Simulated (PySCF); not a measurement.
## How methods differ on the ionisation energy of Ge⁺

Ge⁺ [Ar] 3d10 4s2 4p1 (2P) → Ge²⁺ [Ar] 3d10 4s2 (1S), as a difference of total energies. Computed with PySCF 2.14 in jorge-DZP-DKH, with scalar relativity by spin-free X2C-1e. Correlated levels: valence: [Ar] 3d10 frozen. The calculations carry no spin-orbit coupling.

| method | ionisation energy (eV) |
| --- | --- |
| UHF | 15.059 |
| TPSS | 15.591 |
| SCS-MP2 (valence) | 14.996 |
| CCSD (valence) | 14.973 |
| CCSD(T) (valence) | 14.977 |

Task: Estimate what MP2 (valence) gives.

Result: 15.028 eV, closest to SCS-MP2 (valence) among the rows shown.

Task: Estimate what M06-2X gives.

Result: 15.495 eV, closest to TPSS among the rows shown.

Errors of the correlated levels include the incompleteness of this basis and the frozen core.

For comparison: 15.789 eV (measured; NIST levels, between the centres of gravity of the two terms).
